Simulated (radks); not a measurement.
Values are calculated unless marked as measured or tabulated.
Problem. The krypton ion Kr4+, 32 electrons, occupied as [Ar] 3d10 4s2 4p2 (the NIST ground configuration). Code: a radial shooting solver on a logarithmic mesh with Libxc functionals. Model: scalar-relativistic Kohn-Sham, exchange-only LDA, spin-polarised, spherical densities, point nucleus; open shells are filled with parallel spins first. Some entries of the table are withheld. Estimate them.

orbital,occ.,eigenvalue (eV),<1/r> (bohr^-1),<r^2> (bohr^2)
1s up,1,-14191.05,36.72,0.002324
1s down,1,-14190.82,36.72,0.002324
2s up,1,-1916.803,8.152,0.03982
2s down,1,-1916.657,8.152,0.03982
2p up,3,-1702.818,7.980,0.03141
2p down,3,-1702.608,7.980,0.03141
3s up,1,-317.6308,2.698,0.3244
3s down,1,-317.3076,2.699,0.3238
3p up,3,-249.4748,2.548,0.3424
3p down,3,-249.1036,2.550,0.3413
3d up,5,-136.2150,2.277,0.3775
3d down,5,-135.7445,2.283,0.3733
4s up,1,-72.8869,0.9345,2.314
4s down,1,-69.7591,0.9408,2.306
4p up,2,-56.5107,(1),2.901
4p down,0,-53.3143,(2),2.927
4d up,0,-33.4084,0.6227,4.986
4d down,0,-30.5830,0.6034,5.343
5s up,0,-28.4276,0.4378,10.50
5s down,0,-26.9592,0.4216,11.15

Solution. 
(1) 4p up <1/r> (bohr^-1): 0.8261
(2) 4p down <1/r> (bohr^-1): 0.8269
